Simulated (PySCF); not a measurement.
Species: C2H9PSi.
Numbering: `[CH3:1][CH2:2][SiH2:3][PH2:4]` (hydrogens: H5, H6, H7 on C1; H8, H9 on C2; H10, H11 on Si3; H12, H13 on P4)

The dihedral C1–C2–Si3–P4 (about C2–Si3) is held at set values while the rest relaxes with GFN2-xTB, each point from its own start; single points follow at PBE0/pcSseg-1 (PySCF, gas phase, no added dispersion term).

How do energy and geometry vary along the scan?

```json
{"dihedral (°)": "0", "PBE0/pcSseg-1 (kcal/mol)": "2.0", "GFN2-xTB (kcal/mol)": "0.8", "dipole (D)": "1.12", "C1···P4 (Å)": "3.30", "C2–Si3 (Å)": "1.914", "C1–C2–Si3 (°)": "113.4", "C2–Si3–P4 (°)": "108.2", "HOMO (eV)": "-7.36", "LUMO (eV)": "0.63"}
{"dihedral (°)": "30", "PBE0/pcSseg-1 (kcal/mol)": "0.9", "GFN2-xTB (kcal/mol)": "0.2", "dipole (D)": "1.14", "C1···P4 (Å)": "3.40", "C2–Si3 (Å)": "1.910", "C1–C2–Si3 (°)": "112.8", "C2–Si3–P4 (°)": "108.2", "HOMO (eV)": "-7.38", "LUMO (eV)": "0.61"}
{"dihedral (°)": "60", "PBE0/pcSseg-1 (kcal/mol)": "0.0", "GFN2-xTB (kcal/mol)": "0.1", "dipole (D)": "1.10", "C1···P4 (Å)": "3.66", "C2–Si3 (Å)": "1.906", "C1–C2–Si3 (°)": "111.9", "C2–Si3–P4 (°)": "107.0", "HOMO (eV)": "-7.38", "LUMO (eV)": "0.51"}
{"dihedral (°)": "90", "PBE0/pcSseg-1 (kcal/mol)": "0.8", "GFN2-xTB (kcal/mol)": "0.8", "dipole (D)": "1.11", "C1···P4 (Å)": "4.05", "C2–Si3 (Å)": "1.909", "C1–C2–Si3 (°)": "112.2", "C2–Si3–P4 (°)": "106.8", "HOMO (eV)": "-7.38", "LUMO (eV)": "0.45"}
{"dihedral (°)": "120", "PBE0/pcSseg-1 (kcal/mol)": "1.5", "GFN2-xTB (kcal/mol)": "1.0", "dipole (D)": "1.15", "C1···P4 (Å)": "4.43", "C2–Si3 (Å)": "1.912", "C1–C2–Si3 (°)": "113.0", "C2–Si3–P4 (°)": "107.3", "HOMO (eV)": "-7.40", "LUMO (eV)": "0.43"}
{"dihedral (°)": "150", "PBE0/pcSseg-1 (kcal/mol)": "0.6", "GFN2-xTB (kcal/mol)": "0.4", "dipole (D)": "1.17", "C1···P4 (Å)": "4.67", "C2–Si3 (Å)": "1.907", "C1–C2–Si3 (°)": "112.9", "C2–Si3–P4 (°)": "107.2", "HOMO (eV)": "-7.40", "LUMO (eV)": "0.49"}
{"dihedral (°)": "180", "PBE0/pcSseg-1 (kcal/mol)": "0.0", "GFN2-xTB (kcal/mol)": "0.0", "dipole (D)": "1.19", "C1···P4 (Å)": "4.74", "C2–Si3 (Å)": "1.904", "C1–C2–Si3 (°)": "113.0", "C2–Si3–P4 (°)": "106.9", "HOMO (eV)": "-7.38", "LUMO (eV)": "0.54"}
{"dihedral (°)": "210", "PBE0/pcSseg-1 (kcal/mol)": "0.8", "GFN2-xTB (kcal/mol)": "0.7", "dipole (D)": "1.19", "C1···P4 (Å)": "4.67", "C2–Si3 (Å)": "1.909", "C1–C2–Si3 (°)": "113.3", "C2–Si3–P4 (°)": "107.1", "HOMO (eV)": "-7.37", "LUMO (eV)": "0.52"}
{"dihedral (°)": "240", "PBE0/pcSseg-1 (kcal/mol)": "1.5", "GFN2-xTB (kcal/mol)": "1.2", "dipole (D)": "1.19", "C1···P4 (Å)": "4.44", "C2–Si3 (Å)": "1.913", "C1–C2–Si3 (°)": "113.4", "C2–Si3–P4 (°)": "107.5", "HOMO (eV)": "-7.38", "LUMO (eV)": "0.49"}
{"dihedral (°)": "270", "PBE0/pcSseg-1 (kcal/mol)": "0.6", "GFN2-xTB (kcal/mol)": "0.7", "dipole (D)": "1.18", "C1···P4 (Å)": "4.09", "C2–Si3 (Å)": "1.909", "C1–C2–Si3 (°)": "113.2", "C2–Si3–P4 (°)": "107.7", "HOMO (eV)": "-7.41", "LUMO (eV)": "0.51"}
{"dihedral (°)": "300", "PBE0/pcSseg-1 (kcal/mol)": "0.0", "GFN2-xTB (kcal/mol)": "0.1", "dipole (D)": "1.08", "C1···P4 (Å)": "3.65", "C2–Si3 (Å)": "1.905", "C1–C2–Si3 (°)": "112.3", "C2–Si3–P4 (°)": "106.6", "HOMO (eV)": "-7.41", "LUMO (eV)": "0.55"}
{"dihedral (°)": "330", "PBE0/pcSseg-1 (kcal/mol)": "1.0", "GFN2-xTB (kcal/mol)": "0.3", "dipole (D)": "1.10", "C1···P4 (Å)": "3.39", "C2–Si3 (Å)": "1.910", "C1–C2–Si3 (°)": "113.1", "C2–Si3–P4 (°)": "107.6", "HOMO (eV)": "-7.37", "LUMO (eV)": "0.64"}
```

Each energy column counts from its own lowest point; dipole and orbital energies are those of PBE0/pcSseg-1.

Where are the low and high points of the PBE0/pcSseg-1 curve on this grid?

Below both neighbours: 60° (synclinal, 0.0), 180° (antiperiplanar, 0.0), 300° (synclinal, 0.0). Above both neighbours: 0° (2.0), 120° (1.5), 240° (1.5) kcal/mol. The highest point lies 2.0 kcal/mol above the lowest; in GFN2-xTB the span is 1.2, with the lowest point at 180°.

How much does C2–Si3 change along the scan?

From 1.904 Å (at 180°) to 1.914 Å (at 0°).

What dipole would a 298 K Boltzmann average over these twelve points give?

With weights exp(−E/RT), √⟨μ²⟩ = 1.13 D, against 1.10 D at 60°. Weights in order of angle: 1, 5, 21, 5, 2, 7, 20, 5, 2, 8, 20, 4 %.
